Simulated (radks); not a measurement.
Values are calculated unless marked as measured or tabulated.
Spherical quantum dot in the effective-mass picture: electrons in a well V = -V0 / (1 + exp((r - R)/a)) with V0 = 2.22, R = 10.4, a = 0.35, with a point charge +2 (a donor) at the centre, all in effective atomic units (hartree* = m*/eps^2 hartree, bohr* = eps/m* bohr), one dielectric constant everywhere. Level of theory: non-relativistic Kohn-Sham, LDA (Slater exchange, Perdew-Wang correlation), spin-polarised, spherical densities (a radial shooting solver with Libxc functionals). Levels are named by radial order and angular momentum (1s, 1p, 1d, 2s, ...), and open shells are averaged over m. Each electron was tried in the lowest free levels, single moves between levels near the top were tried too, and the lowest total energy was kept; such a search can miss a lower state. The series stops at N = 19: beyond it a trial failed or the search could not be trusted, so later rows were left out. At N = 1 the Hartree and exchange-correlation terms need not cancel, so that row can carry a self-interaction error.

\begin{tabular}{lrrrrr}
N & open shells & 2S & E (hartree*) & addition energy mu(N+1) - mu(N) (hartree*) & rms radius (bohr*) \\ \hline
1 & 1s(up 1, down 0) & 1 & -4.16176 & 1.049 & 0.8943 \\
2 & none & 0 & -7.27446 & 0.9484 & 1.134 \\
3 & 2s(up 1, down 0) & 1 & -9.43878 & 0.1260 & 3.644 \\
4 & none & 0 & -11.4771 & 0.1407 & 4.623 \\
5 & 1p(up 1, down 0) & 1 & -13.3748 & 0.1118 & 5.262 \\
6 & 1p(up 3, down 0) 2s(up 1, down 0) & 4 & -15.1607 & 0.1195 & 5.720 \\
7 & 1p(up 3, down 0) & 3 & -16.8271 & 0.1322 & 6.033 \\
8 & 1p(up 3, down 1) & 2 & -18.3612 & 0.1099 & 6.296 \\
9 & 1p(up 3, down 2) & 1 & -19.7855 & 0.1106 & 6.508 \\
10 & none & 0 & -21.0992 & 0.1505 & 6.686 \\
11 & 1d(up 1, down 0) & 1 & -22.2624 & 0.1085 & 6.853 \\
12 & 1d(up 2, down 0) & 2 & -23.3171 & 0.1086 & 6.994 \\
13 & 1d(up 3, down 0) & 3 & -24.2631 & 0.1086 & 7.117 \\
14 & 1d(up 4, down 0) & 4 & -25.1006 & 0.1085 & 7.224 \\
15 & 1d(up 5, down 0) & 5 & -25.8297 & 0.1299 & 7.320 \\
16 & 1d(up 5, down 1) & 4 & -26.4289 & 0.1064 & 7.407 \\
17 & 1d(up 5, down 2) & 3 & -26.9216 & 0.1066 & 7.485 \\
18 & 1d(up 5, down 3) & 2 & -27.3078 & 0.1066 & 7.557 \\
19 & 1d(up 5, down 4) & 1 & -27.5874 & - & 7.622 \\
\end{tabular}

All shells are closed at N = 2, 4, 10 (there: 1s2 1p6 2s2); the second difference of the energy has clear peaks (12 % above both neighbours; the first and last values, which can be the largest, are not judged, and half-filled shells can peak too) at N = 10, 15.
